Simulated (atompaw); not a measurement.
**Before and after: PAW (atompaw) potential for iridium (Ir)**

```
Element                 : iridium (Ir)
Generator               : atompaw 4.2.0.5
Type                    : PAW
Functional              : PBE
Relativity              : scalar-relativistic
Frozen core             : [Xe] 4f14
Valence charge          : 9
Reference configuration : 5d7 6s1.5 6p0.5
Partial waves           : 6s (bound); 6s channel at 1.55 Ry; 6p (bound); 6p channel at 3.35 Ry; 5d (bound); 5d channel at 2.7 Ry
Local potential         : troulliermartins scheme with l = 3 at 1 Ry, radius 2.20 bohr
Core correction         : smooth core density matched at 1.50 bohr
Augmentation charge     : besselshape compensation charge, radius 2.70 bohr; PAW radius 3.00 bohr; waves and projectors: bloechl
```

Change: all radii scaled by about 1.23 (s 3.70, p 3.70, d 3.08 bohr); local potential troulliermartins scheme with l = 3 at 1 Ry, radius 2.72 bohr; augmentation besselshape compensation charge, radius 3.32 bohr; PAW radius 3.70 bohr; waves and projectors: bloechl; core correction smooth core density matched at 1.84 bohr.

Cutoffs: the cutoffs (Ry, on a coarse ladder) from which the occupation-weighted sum of valence levels, in a spherical-Bessel basis at the reference potential, stays within 10 and 1 mRy of its value at 400 Ry; they do not see the model core or the augmentation charge, which bear on the density cutoff.

Question: What does the change do?

Answer: The potential gets softer (35 Ry and 40 Ry → 25 Ry and 30 Ry); the bound ghost in s disappears. A larger radius leaves more room for a smooth pseudo-wave, so fewer plane waves are needed.

```csv
quantity,base,changed
"cutoff, loose",35 Ry,25 Ry
"cutoff, tight",40 Ry,30 Ry
loose cutoff by channel (10 mRy a level),"s 15 Ry, p 6 Ry, d 30 Ry","s 10 Ry, p 10 Ry, d 18 Ry"
bound ghosts,s,none
lowest overlap eigenvalue by channel,"s 0.13, p 0.35, d 0.98","s 0.14, p 0.36, d 0.52"
```

 A true bound ghost makes a file unfit for plane-wave use even where its test errors are small: the radial tests pick states by their node count and pass the ghost by. The cutoffs see the waves, projectors and local potential, not the compensation charge or the core.
